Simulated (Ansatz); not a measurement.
`[CH3][Y]([CH3])[NH2]` and `[CH3][Y]([CH3])[CH3]` differ in one atom or group.

Ansatz, PBE0-D4/def2-TZVP geometries, multiplicity 1. Each molecule was computed in one conformer, which needn't be the lowest.

Elements past krypton have def2 core potentials.

| property | `[CH3][Y]([CH3])[NH2]` |
| --- | --- |
| HOMO energy (B3LYP/def2-TZVPP) / eV | -5.98 |
| size of the dipole moment (B3LYP/def2-TZVPP) / D | 2.37 |
| size of the dipole moment (PBE/def2-TZVPP) / D | 2.27 |
| HOMO–LUMO gap (B3LYP/def2-TZVPP) / eV | 4.10 |
| HOMO–LUMO gap (PBE/def2-TZVPP) / eV | 2.70 |
| LUMO energy (ωB97M-V/def2-TZVPP) / eV | -0.40 |

What does the change do to each property? (Estimate.)

Ansatz gave: 
```csv
property,`[CH3][Y]([CH3])[CH3]`,shift
HOMO energy (B3LYP/def2-TZVPP) / eV,-6.13,-0.15
size of the dipole moment (B3LYP/def2-TZVPP) / D,3.88,1.51
size of the dipole moment (PBE/def2-TZVPP) / D,3.63,1.36
HOMO–LUMO gap (B3LYP/def2-TZVPP) / eV,4.04,-0.06
HOMO–LUMO gap (PBE/def2-TZVPP) / eV,2.69,-0.01
LUMO energy (ωB97M-V/def2-TZVPP) / eV,-0.74,-0.34
```

With PBE0 the HOMO falls by 0.14 eV and the LUMO falls by 0.22 eV, so the gap narrows by about 0.08 eV. PBE moves the HOMO by -0.16 eV and ωB97M-V by -0.13 eV. Dipoles are sizes alone; their direction can turn.

B3LYP here is the variant with VWN-RPA as its local correlation; programs differ in this.
